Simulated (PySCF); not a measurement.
Selenoformaldehyde, CH2Se.
SMILES with atom numbers: `[CH2:1]=[Se:2]` (hydrogens: H3, H4 on C1)

Geometry (PBE0-D3(BJ)/def2-SVP, Å), atoms numbered from 1 in this order:
```xyz
4
CH2Se angstrom
C     -0.1264    0.0065    0.0912
Se     1.4637   -0.0419   -0.6182
H     -0.4713    0.8590    0.6919
H     -0.8455   -0.8142   -0.0343
```

Computed with core-valence-separated Tamm–Dancoff BHandHLYP/aug-pcX-1 (pcseg-1 on H, def2-SVPD on Se) in PySCF, non-relativistic, gas phase, PBE0-D3(BJ)/def2-SVP geometry. The energies are unshifted.

The lowest roots of each edge with f over 0.003 (five at most, numbered afresh; weaker and dark ones are left out), with transition dipoles (au) in the frame of the coordinates:

```json
{"root": "1", "edge": "C", "E (eV)": "281.34", "f": "0.0727", "μx": "0.0365", "μy": "-0.0450", "μz": "0.0848"}
{"root": "2", "edge": "C", "E (eV)": "288.14", "f": "0.0350", "μx": "-0.0143", "μy": "-0.0633", "μz": "-0.0274"}
{"root": "3", "edge": "C", "E (eV)": "288.28", "f": "0.0466", "μx": "-0.0741", "μy": "0.0024", "μz": "0.0331"}
{"root": "4", "edge": "C", "E (eV)": "289.31", "f": "0.0072", "μx": "-0.0113", "μy": "0.0140", "μz": "-0.0264"}
{"root": "5", "edge": "C", "E (eV)": "289.32", "f": "0.0037", "μx": "0.0210", "μy": "-0.0007", "μz": "-0.0092"}
```

Problem. What is the unit vector of the normal of the molecular plane, and which share of each root's |μ|² lies along it?

Solution. (-0.36, 0.44, -0.83), up to sign.

```
root  core hole on  share along it  final orbital under reflection in the plane
   1            C1            1.00                                          odd
   2            C1            0.00                                         even
   3            C1            0.00                                         even
   4            C1            1.00                                          odd
   5            C1            0.00                                         even
```

The 1s orbitals of atoms in the plane are even under the reflection, so light polarised along the normal reaches odd orbitals alone (the out-of-plane π set) and light polarised in the plane even ones.

Problem. For fixed molecules, how does the intensity of root 1 change when the electric field is turned 30° away from the normal of the molecular plane?

Solution. Intensity goes as (E·μ)², and μ lies along that direction, so it falls to cos²30° = 0.75 of its maximum; it vanishes at 90°.

Problem. Molecules are fixed in this frame and the field points along x. What effective strengths 3 f cos²θ do the roots have (θ between field and μ)?

Solution. root 1 (C1): 0.028, root 2 (C1): 0.004, root 3 (C1): 0.116, root 4 (C1): 0.003, root 5 (C1): 0.009. Root 3 is the strongest. Averaged over all orientations cos²θ is 1/3, which gives f back.

 Relativistic effects, spin–orbit coupling among them, are left out although an element past zinc is present.

Hardware: an Intel Xeon Platinum 8375C at 2.90 GHz with one thread (shared host). Cost: 2.2 s, 0.36 GiB resident at most.
